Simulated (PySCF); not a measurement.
H₂F₂GeO₂ (SMILES [OH][Ge]([OH])([F])[F]), singlet, geometry from GFN2-xTB, with bond 7-3 at 1.4 times its length; PySCF with CASSCF(2,2)+NEVPT2/6-31G.

The PySCF input:
```python
from pyscf import gto, scf, mcscf, mrpt
import numpy

mol = gto.Mole()
mol.atom = '''
    O    -0.641105    1.546265   -0.320872
    Ge    0.022840    0.038323   -0.000841
    O     1.670887    0.181634    0.282939
    F    -0.292696   -1.061950   -1.279305
    F    -0.769685   -0.720649    1.318438
    H    -1.580830    1.604800   -0.501111
    H     2.374043   -0.927976    0.557835
'''
mol.basis = '6-31g'
mol.charge = 0
mol.spin = 0
mol.verbose = 4
mol.build()

mf = scf.RHF(mol)
mf.kernel()
mc = mcscf.CASSCF(mf, 2, 2)
mc.fix_spin_(ss=0.0)
mc.kernel()
occ = numpy.linalg.eigvalsh(mc.fcisolver.make_rdm1(mc.ci, mc.ncas, mc.nelecas))[::-1]
ss = mc.fcisolver.spin_square(mc.ci, mc.ncas, mc.nelecas)[0]
print('natural occupations', occ.round(4), ' <S^2>', round(ss, 4))
e2 = mrpt.NEVPT(mc).kernel()
print('E(NEVPT2) = %.10f' % (mc.e_tot + e2))
```

Write the output that PySCF gives for this input, abridged.


```
PySCF version 2.14.0

[INPUT] verbose = 4
[INPUT] num. atoms = 7
[INPUT] num. electrons = 68
[INPUT] charge = 0
[INPUT] spin (= nelec alpha-beta = 2S) = 0
[INPUT] symmetry False subgroup None
[INPUT] Mole.unit = angstrom
[INPUT] Symbol           X                Y                Z      unit          X                Y                Z       unit  Magmom
[...]
nuclear repulsion = 451.705027078952
number of shells = 35
number of NR pGTOs = 186
number of NR cGTOs = 67
basis = 6-31g
ecp = {}

******** <class 'pyscf.scf.hf.RHF'> ********
method = RHF
initial guess = minao
damping factor = 0
level_shift factor = 0
DIIS = <class 'pyscf.scf.diis.CDIIS'>
diis_start_cycle = 1
diis_space = 8
diis_damp = 0
SCF conv_tol = 1e-09
SCF conv_tol_grad = None
SCF max_cycles = 50
direct_scf = True
direct_scf_tol = 1e-13
Set gradient conv threshold to 3.16228e-05
Initial guess from minao.
init E= -2424.26596810544
[...]
cycle= 1 E= -2424.60688931353  delta_E= -0.341  |g|= 0.812  |ddm|= 2.68
[...]
cycle= 2 E= -2424.69722186535  delta_E= -0.0903  |g|= 0.518  |ddm|= 0.96
[...]
cycle= 3 E= -2424.74051320548  delta_E= -0.0433  |g|= 0.0478  |ddm|= 0.314
[...]
cycle= 4 E= -2424.74141043893  delta_E= -0.000897  |g|= 0.026  |ddm|= 0.0633
[...]
cycle= 5 E= -2424.74159053596  delta_E= -0.00018  |g|= 0.00715  |ddm|= 0.0243
[...]
cycle= 6 E= -2424.7416217556  delta_E= -3.12e-05  |g|= 0.00243  |ddm|= 0.0126
[...]
cycle= 7 E= -2424.74162387334  delta_E= -2.12e-06  |g|= 0.000562  |ddm|= 0.00331
[...]
cycle= 8 E= -2424.74162402165  delta_E= -1.48e-07  |g|= 0.0001  |ddm|= 0.00106
[...]
cycle= 9 E= -2424.74162402936  delta_E= -7.71e-09  |g|= 2.39e-05  |ddm|= 0.000264
[...]
cycle= 10 E= -2424.74162402982  delta_E= -4.65e-10  |g|= 4.17e-06  |ddm|= 6.32e-05
[...]
Extra cycle  E= -2424.74162402982  delta_E= 9.09e-13  |g|= 2.06e-06  |ddm|= 7.02e-06
converged SCF energy = -2424.74162402982

******** <class 'pyscf.mcscf.mc1step.CASSCF'> ********
CAS (1e+1e, 2o), ncore = 33, nvir = 32
max_cycle_macro = 50
max_cycle_micro = 4
conv_tol = 1e-07
conv_tol_grad = None
orbital rotation max_stepsize = 0.02
orbital rotation threshold for CI restart = 0.01
augmented hessian ah_max_cycle = 30
augmented hessian ah_conv_tol = 1e-12
augmented hessian ah_linear dependence = 1e-14
augmented hessian ah_level shift = 1e-08
augmented hessian ah_start_tol = 2.5
augmented hessian ah_start_cycle = 3
augmented hessian ah_grad_trust_region = 3
kf_trust_region = 3
kf_interval = 4
ci_response_space = 4
ci_grad_trust_region = 3
with_dep4 0
natorb = False
canonicalization = True
sorting_mo_energy = False
ao2mo_level = 2
internal_rotation = False
******** <class 'pyscf.fci.addons.SpinPenaltyFCISolver'> ********
max. cycles = 50
conv_tol = 1e-08
davidson only = True
linear dependence = 1e-12
level shift = 0.001
max iter space = 12
nroots = 1
pspace_size = 400
spin = None
CASCI E = -2424.74177384047  S^2 = 0.0000000
Set conv_tol_grad to 0.000316228
macro iter   1 (  7 JK    2 micro), CASSCF E = -2424.74192387988  dE = -1.50039410e-04  S^2 = 0.0000000
               |grad[o]|=0.000747  |grad[c]|=0.00119  |ddm|=0.000552  |maxRot[o]|=0.0672
macro iter   2 (  7 JK    2 micro), CASSCF E = -2424.74212845219  dE = -2.04572308e-04  S^2 = 0.0000000
               |grad[o]|=0.00111  |grad[c]|=0.00041  |ddm|=0.000619  |maxRot[o]|=0.0699
macro iter   3 (  7 JK    2 micro), CASSCF E = -2424.74232709128  dE = -1.98639089e-04  S^2 = 0.0000000
               |grad[o]|=0.00138  |grad[c]|=0.00103  |ddm|=0.000404  |maxRot[o]|=0.0699
macro iter   4 (  7 JK    2 micro), CASSCF E = -2424.74249707653  dE = -1.69985252e-04  S^2 = 0.0000000
               |grad[o]|=0.00136  |grad[c]|=0.00187  |ddm|=0.000155  |maxRot[o]|=0.0699
macro iter   5 ( 17 JK    4 micro), CASSCF E = -2424.74263847783  dE = -1.41401292e-04  S^2 = 0.0000000
               |grad[o]|=0.00105  |grad[c]|=0.00337  |ddm|=0.000554  |maxRot[o]|=  0.1
macro iter   6 ( 21 JK    4 micro), CASSCF E = -2424.74264894507  dE = -1.04672417e-05  S^2 = 0.0000000
[...]
macro iter  11 (  6 JK    1 micro), CASSCF E = -2424.74265289529  dE =  2.07348421e-07  S^2 = 0.0000000
               |grad[o]|=8.63e-05  |grad[c]|=0.00229  |ddm|=2.38e-05  |maxRot[o]|=0.0433
macro iter  12 (  7 JK    1 micro), CASSCF E = -2424.74265303792  dE = -1.42627414e-07  S^2 = 0.0000000
               |grad[o]|=9.01e-05  |grad[c]|=0.000305  |ddm|=1.66e-05  |maxRot[o]|=0.0133
macro iter  13 (  7 JK    1 micro), CASSCF E = -2424.74265306566  dE = -2.77400432e-08  S^2 = 0.0000000
               |grad[o]|=3.64e-05  |grad[c]|=0.000135  |ddm|=1.43e-05  |maxRot[o]|=0.00856
1-step CASSCF converged in  13 macro (166 JK  35 micro) steps
CASSCF canonicalization
Density matrix diagonal elements [1.99867414e+00 1.32586232e-03]
CASSCF energy = -2424.74265306566
CASCI E = -2424.74265306566  E(CI) = -1.85374179718656  S^2 = 0.0000000
natural occupations [1.9987e+00 1.3000e-03]  <S^2> 0.0

******** <class 'pyscf.mrpt.nevpt2.NEVPT'> ********
NEVPT2 (1e+1e, 2o), ncore = 33, nvir = 32
root = 0
Natural occ [1.99867414e+00 1.32586232e-03]
Natural orbital (expansion on meta-Lowdin AOs) in CAS space
               #1        #2
0 O 1s          -0.00000  -0.00011
0 O 2s          -0.00021  -0.04487
0 O 3s           0.00013  -0.03131
0 O 2px          0.00448  -0.06586
0 O 2py         -0.00384   0.03273
0 O 2pz         -0.02417  -0.01770
0 O 3px          0.00204  -0.06239
0 O 3py         -0.00171  -0.00686
0 O 3pz         -0.01168  -0.01119
1 Ge 1s         -0.00001  -0.00021
1 Ge 2s         -0.00002  -0.00074
1 Ge 3s         -0.00003  -0.00653
1 Ge 4s         -0.00403  -0.35581
1 Ge 5s         -0.00069   0.12250
1 Ge 2px        -0.00001   0.00027
1 Ge 2py         0.00001   0.00003
1 Ge 2pz         0.00010   0.00005
1 Ge 3px        -0.00038  -0.00090
1 Ge 3py         0.00018  -0.00009
1 Ge 3pz         0.00168  -0.00018
1 Ge 4px        -0.03088   0.43704
1 Ge 4py         0.02208   0.02307
1 Ge 4pz         0.18847   0.08238
1 Ge 5px        -0.00050   0.04153
1 Ge 5py        -0.00088   0.01039
1 Ge 5pz        -0.00503   0.00386
1 Ge 3dxy        0.00050  -0.00234
1 Ge 3dyz       -0.00033  -0.00105
1 Ge 3dz^2       0.00162  -0.00555
1 Ge 3dxz        0.00367   0.00344
1 Ge 3dx2-y2    -0.00080   0.00680
1 Ge 4dxy        0.00097   0.00303
1 Ge 4dyz        0.00415   0.00325
1 Ge 4dz^2       0.00352  -0.01101
1 Ge 4dxz        0.01411   0.01170
1 Ge 4dx2-y2    -0.00291   0.04044
2 O 1s           0.00003   0.00089
2 O 2s          -0.00391  -0.30975
2 O 3s          -0.00031   0.49222
2 O 2px         -0.18849   0.09671
2 O 2py          0.10946   0.27679
2 O 2pz          0.95234  -0.01951
2 O 3px         -0.00734   0.04585
2 O 3py          0.00420  -0.04838
2 O 3pz          0.03779   0.00520
3 F 1s           0.00007  -0.00004
3 F 2s           0.02949  -0.01322
3 F 3s           0.01403  -0.00900
3 F 2px          0.02497  -0.07778
3 F 2py          0.02677  -0.02866
3 F 2pz          0.01676  -0.04072
3 F 3px          0.00026  -0.04771
3 F 3py          0.00887   0.00127
3 F 3pz          0.00317  -0.00956
4 F 1s          -0.00007  -0.00004
4 F 2s          -0.03093  -0.01520
4 F 3s          -0.01453  -0.00983
4 F 2px         -0.03419  -0.08977
4 F 2py         -0.02378  -0.02315
4 F 2pz          0.01501   0.01800
4 F 3px         -0.00227  -0.04835
4 F 3py         -0.00778   0.00116
4 F 3pz          0.00533  -0.00757
5 H 1s           0.00019   0.05458
5 H 2s           0.00021   0.02501
6 H 1s           0.00294   0.43231
6 H 2s          -0.00018   0.03234
<CAS-nat-orb|mo-hf>  34     34       0.89825821
<CAS-nat-orb|mo-hf>  35     35       0.67384820
Sr    (-1)',   E = -0.00000000846980
Si    (+1)',   E = -0.00000001922403
Sijrs (0)  ,   E = -0.65275799948604
Sijr  (+1) ,   E = -0.03415994124994
Srsi  (-1) ,   E = -0.04188401490014
Srs   (-2) ,   E = -0.00708647574180
Sij   (+2) ,   E = -0.00489423896573
Sir   (0)' ,   E = -0.01610333236136
Nevpt2 Energy = -0.756886030398834
E(NEVPT2) = -2425.4995390961
```
